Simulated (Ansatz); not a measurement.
Species: C3H7ClSi, SMILES `C/C(Cl)=C/[SiH3]` (charge 0, multiplicity 1).

Problem. Give a relaxed geometry from CAM-B3LYP-D3(BJ)/def2-TZVP in Ansatz (a quantum-chemistry and plane-wave program).

Solution. the end point of this relaxation (outside a Z-matrix the atoms follow the SMILES, hydrogens last).
Z-matrix (Å, degrees):
```
C
C 1 1.3235
H 1 1.0856 2 115.27
C 2 1.4893 1 127.22 3 0.00
H 4 1.0884 2 110.25 1 0.00
H 4 1.0907 5 109.06 2 121.52
H 4 1.0907 5 109.06 6 116.95
Cl 2 1.7513 1 119.83 3 -180.00
Si 1 1.8609 3 118.67 2 -180.00
H 9 1.4780 1 111.09 3 119.28
H 9 1.4780 10 108.95 1 -122.70
H 9 1.4795 10 108.90 11 -118.65
```
